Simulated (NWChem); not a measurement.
SnH₄O₃; SMILES [SnH]([OH])([OH])[OH]

```xyz
8

Sn     0.0000     0.0000     0.3543
O     -1.6827    -0.7220    -0.3902
O      1.4667    -1.0963    -0.3902
O      0.2161     1.8183    -0.3902
H      0.0000     0.0000     2.0517
H     -2.0739    -0.0975    -1.0138
H      1.1214    -1.7473    -1.0138
H      0.9525     1.8448    -1.0138
```
Atoms are numbered in this order, from 1.

Level: PBE0/def2-SVP with def2 effective core potentials on Sn (NWChem), optimised geometry, unscaled harmonic frequencies. def2 effective core potentials on Sn; no spin-orbit coupling.

| frequency (cm⁻¹) | IR intensity (km/mol) |
|---|---|
| 99 | 45.3 |
| 99 | 45.3 |
| 188 | 51.2 |
| 193 | 33.3 |
| 193 | 33.3 |
| 280 | 154.5 |
| 557 | 55.1 |
| 557 | 55.1 |
| 628 | 29.2 |
| 641 | 84.6 |
| 641 | 84.6 |
| 837 | 0.6 |
| 851 | 141.9 |
| 851 | 141.9 |
| 1997 | 95.9 |
| 3883 | 68.7 |
| 3883 | 68.7 |
| 3884 | 93.3 |

| Property | Result |
|---|---|
| zero-point energy | 29.0 kcal/mol |
| thermal correction to the enthalpy at 298.15 K (with zero-point energy) | 34.2 kcal/mol |
| heat capacity Cv | 24.0 cal/(mol K) |
| entropy at 298.15 K and 1 atm (symmetry number 3) | 83.1 cal/(mol K) |

Rigid rotor and harmonic oscillator; modes under 100 cm⁻¹ make the entropy uncertain.
